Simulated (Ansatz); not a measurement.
singlet silylene (H2Si), singlet, at a GFN2-xTB geometry; CCSD(T)/cc-pVTZ (Ansatz, an electronic-structure program).

Ansatz was given this input:
Ansatz 0.2 input:
```yaml
crystal:
  periodic: [false, false, false]
  atoms:
    - {symbol: Si, position_ang: [-0.00666824, -0.00277970, 0.12275926]}
    - {symbol: H, position_ang: [0.04778718, 1.13172388, -0.83406892]}
    - {symbol: H, position_ang: [0.04556812, -1.09280805, -0.88456070]}
basis:
  gaussian:
    orbitals: cc-pVTZ
magnetization: {spin_polarized: false}
correlation: {method: ccsd_t, diis_vectors: 2}
```

Output, abridged:

```
Functional definition: HF
356 factors; integrals over basis functions are off by at most 5.4e-4 eV
mean field evaluation 1: about -7891.7479 eV, gradient 7.7e0 eV
mean field evaluation 2: about -7891.7497 eV, gradient 7.7e0 eV
mean field evaluation 4: about -7892.1062 eV, gradient 4.7e-1 eV
mean field evaluation 8: about -7892.1075 eV, gradient 4.7e-4 eV
mean field evaluation 16: about -7892.1075 eV, gradient 3.7e-6 eV
mean field -7892.10748659 eV, -290.0296006696 hartree, gradient 3.7e-6 eV, S^2 0.000000; 0 other end points of the search recorded, 0 dependent functions left out; unrestricted orbitals would lower it
5 core orbitals not correlated
reference -7892.10748659 eV, -290.0296006696 hartree; 3, 3 occupied and 54, 54 virtual orbitals, 356 factors
second order -2.96437576 eV of doubles, -0.00000000 eV of singles
cycle   1  -3.46784989 eV  change   -5.0e-1 eV  update   6.2e-2
cycle   2  -3.69329912 eV  change   -2.3e-1 eV  update   2.7e-2
cycle   3  -3.70603491 eV  change   -1.3e-2 eV  update   9.2e-3
cycle   4  -3.70778049 eV  change   -1.7e-3 eV  update   3.5e-3
cycle   5  -3.70755868 eV  change    2.2e-4 eV  update   1.3e-3
cycle   6  -3.70779403 eV  change   -2.4e-4 eV  update   5.5e-4
cycle   7  -3.70759324 eV  change    2.0e-4 eV  update   2.3e-4
cycle   8  -3.70750531 eV  change    8.8e-5 eV  update   1.1e-4
cycle   9  -3.70741821 eV  change    8.7e-5 eV  update   5.0e-5
cycle  10  -3.70738883 eV  change    2.9e-5 eV  update   2.3e-5
cycle  11  -3.70737389 eV  change    1.5e-5 eV  update   1.1e-5
cycle  12  -3.70737067 eV  change    3.2e-6 eV  update   6.0e-6
perturbative correction -0.09855718 eV, -0.0036219096 hartree
Total energy: -7895.91341445 eV, -290.1694659386 hartree
```
